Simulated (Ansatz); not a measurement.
A run for Ansatz (a program for electronic structure): R-CCSD(T)/cc-pVDZ on BFH2O (SMILES OBF), a point of a torsion scan.

Ansatz 0.2 input:
```yaml
crystal:
  periodic: [false, false, false]
  atoms:
    - {symbol: O, position_ang: [0.89970330, -0.03415876, -0.41762503]}
    - {symbol: B, position_ang: [-0.42003503, -0.07048609, -0.25530420]}
    - {symbol: F, position_ang: [-1.13876292, -0.40533484, -1.31511000]}
    - {symbol: H, position_ang: [1.46855211, -0.21687982, 0.32583311]}
    - {symbol: H, position_ang: [-1.00186747, 0.09565760, 0.75605704]}
basis:
  gaussian:
    orbitals: cc-pVDZ
magnetization: {spin_polarized: false}
correlation: {method: ccsd_t, electrons: outside_noble_gas}
scf: {lower_state_search: off}
```

Output:

```
WARN ansatz: RAYON_NUM_THREADS=1 ignored (pool sized by the plan → 1); use --threads N
Functional definition: HF
these checks for a lower state are left out or cut short: stability, starts, cluster_reference, orbital_swaps, neighbouring_geometries, increment
integrals: 0.02 GiB planned
473 factors; integrals over basis functions are off by at most 1.1e-3 eV
mean field: 0.08 GiB planned
mean field evaluation 1: about -5447.2371 eV, gradient 3.5e1 eV
mean field evaluation 2: about -5447.2392 eV, gradient 3.5e1 eV
mean field evaluation 4: about -5449.5189 eV, gradient 2.1e0 eV
mean field evaluation 8: about -5449.5358 eV, gradient 1.3e-1 eV
mean field -5449.53581729 eV, -200.2667474572 hartree, gradient 1.2e-6 eV, S^2 0.000000; 0 other end points of the search recorded, 0 dependent functions left out
3 core orbitals not correlated
reference -5449.53581729 eV, -200.2667474572 hartree; 9, 9 occupied and 40, 40 virtual orbitals, 473 factors
second order -12.44655945 eV of doubles, -0.00000000 eV of singles
coupled cluster: 0.09 GiB planned
cycle   1  -12.53368196 eV  change   -8.7e-2 eV  update   7.9e-2
cycle   2  -12.80490735 eV  change   -2.7e-1 eV  update   2.2e-2
cycle   3  -12.88006519 eV  change   -7.5e-2 eV  update   1.3e-2
cycle   4  -12.87328355 eV  change    6.8e-3 eV  update   2.9e-3
cycle   5  -12.87139934 eV  change    1.9e-3 eV  update   1.1e-3
cycle   6  -12.87184146 eV  change   -4.4e-4 eV  update   3.3e-4
cycle   7  -12.87174465 eV  change    9.7e-5 eV  update   9.7e-5
cycle   8  -12.87168575 eV  change    5.9e-5 eV  update   3.7e-5
cycle   9  -12.87169380 eV  change   -8.1e-6 eV  update   1.6e-5
perturbative correction -0.25142125 eV, -0.0092395604 hartree
Total energy: -5462.65893234 eV, -200.7490130402 hartree
Checks for a lower state left out: stability, starts, cluster_reference, orbital_swaps, neighbouring_geometries, increment
```

The run converged.

Cost: roughly 0.8 core-seconds.
